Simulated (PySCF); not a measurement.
## Dipole response of Rb (rubidium, neutral)

[Kr] 5s1, 2S determinant. All numbers are calculated (PySCF 2.14, scalar relativity by spin-free X2C-1e, in aug-cc-pVTZ-X2C (8s7p5d2f, 68 functions)). Coupled (time-dependent) response in atomic units; α is the mean over directions.

| method | mean α (bohr³) | C₆ (like pair) | S(−4) |
| --- | --- | --- | --- |
| wB97M-V | 340.7 | 4852 | 119600 |

S(−4) is the Cauchy moment in α(ω) = α(0) + S(−4) ω² + …

Reference α: 319.8 ± 0.3 bohr³ (recommended; Schwerdtfeger and Nagle, table of static dipole polarizabilities (2023 update)). Published C₆: 4769 (Chu and Dalgarno (2004); Tang, Norbeck and Certain (1976)).

α(iu) at wB97M-V:

```csv
u (hartree),α(iu) (bohr³)
0,340.7
0.0500,183.7
0.100,81.32
0.200,30.29
0.300,18.03
0.500,10.32
0.750,6.683
1.00,4.715
1.50,2.646
2.00,1.655
3.00,0.8037
5.00,0.3051
```
